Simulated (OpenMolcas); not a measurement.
## Pt2+: ligand-field states by method

Pt2+ with 6 ligands (fluoride) in trigonal prismatic coordination (D3h) at 2.11 Å, a polar angle of 49.6° against the regular 49.1°. A charge of +0.667 e stands 2.8 Å behind each ligand. Ligand basis ANO-RCC-VDZP.
```
Pt    0.0000    0.0000    0.0000
F     1.6066    0.0000    1.3678
F    -0.8033    1.3914    1.3678
F    -0.8033   -1.3914    1.3678
F     1.6066    0.0000   -1.3678
F    -0.8033    1.3914   -1.3678
F    -0.8033   -1.3914   -1.3678
```

- Program: OpenMolcas 26.06
- Basis: ANO-RCC-VTZP [8s7p5d3f1g]
- Scalar Hamiltonian: DKH2, point nucleus
- Active space: 8 electrons in 5 orbitals (5d)
- State averaging: 2S+1 = 3 even, 10 roots; 2S+1 = 1 even, 15 roots
- Spin-orbit coupling: state interaction with AMFI integrals over the reference wave functions

I. CASSCF
II. SS-CASPT2, IPEA 0.25 Eh, imaginary shift 0.1 Eh (the 30 lowest orbitals frozen, all others correlated)
III. SS-CASPT2, IPEA 0.25 Eh, imaginary shift 0.2 Eh (the 30 lowest orbitals frozen, all others correlated)

Spin-free states (labels of D3, the rotations of D3h) in cm-1, each column counted from its own energy of the first state listed:

```json
{"State": "3A2", "Degeneracy": "1", "I": "0", "II": "0", "III": "0"}
{"State": "3A1", "Degeneracy": "1", "I": "8626", "II": "9380", "III": "9380"}
{"State": "3A2", "Degeneracy": "1", "I": "8700", "II": "9420", "III": "9420"}
{"State": "3E", "Degeneracy": "2", "I": "9226", "II": "10050", "III": "10050"}
{"State": "1E", "Degeneracy": "2", "I": "11769", "II": "8150", "III": "8150"}
{"State": "1A1", "Degeneracy": "1", "I": "17860", "II": "13470", "III": "13470"}
{"State": "1E", "Degeneracy": "2", "I": "18685", "II": "16050", "III": "16060"}
{"State": "3E", "Degeneracy": "2", "I": "20466", "II": "23560", "III": "23560"}
{"State": "3E", "Degeneracy": "2", "I": "21557", "II": "19140", "III": "19140"}
{"State": "1A1", "Degeneracy": "1", "I": "24175", "II": "20340", "III": "20340"}
{"State": "1A2", "Degeneracy": "1", "I": "24665", "II": "20700", "III": "20700"}
{"State": "1E", "Degeneracy": "2", "I": "25894", "II": "23520", "III": "23530"}
{"State": "3A2", "Degeneracy": "1", "I": "28974", "II": "27860", "III": "27860"}
{"State": "1A1", "Degeneracy": "1", "I": "31846", "II": "31800", "III": "31800"}
{"State": "1E", "Degeneracy": "2", "I": "34464", "II": "33410", "III": "33410"}
{"State": "1E", "Degeneracy": "2", "I": "34923", "II": "33790", "III": "33790"}
{"State": "1A1", "Degeneracy": "1", "I": "54772", "II": "48920", "III": "48940"}
```

From I to II, I's first state of the same spin (3A1) moves from 8626 to 9380 cm-1, by about +750 cm-1.

From I to II, I's first state of another spin (1E) moves from 11769 to 8150 cm-1, by about -3600 cm-1.

χT at 300 K: I 0.89, II 0.79, III 0.79 cm3 K/mol.

The states above are spin-free; spin-orbit coupling is strong here and shifts and splits them by thousands of cm-1.

Roots that are degenerate in the reference are averaged as groups; the widest CASPT2 spread within a group is 110 cm-1 (the 2-fold group of multiplicity 3 near 23600 cm-1 above the lowest state of its run, II). Shifts and gaps below about the spread of the groups concerned are not significant. Over all roots computed the reference weight is 0.68 to 0.69 in II, 0.68 to 0.69 in III; a low but even weight reflects the number of correlated electrons. Real 4d8 and 5d8 ions are as a rule square planar and diamagnetic. Ligand-to-metal charge-transfer states are missing. With no ligand orbital active B as a rule stays too high, so bands that hang on it stand too high and its fall with covalency is understated. Without dynamic correlation the repulsion within the d shell is too large (B by tens of per cent), so at a given field states of lower spin stand too high (holds for I). With metal d orbitals alone the field can be off either way by tens of per cent (holds for I). No measured value stands beside these numbers; the geometry is a model, was not optimised and need not be the one that this ion takes.
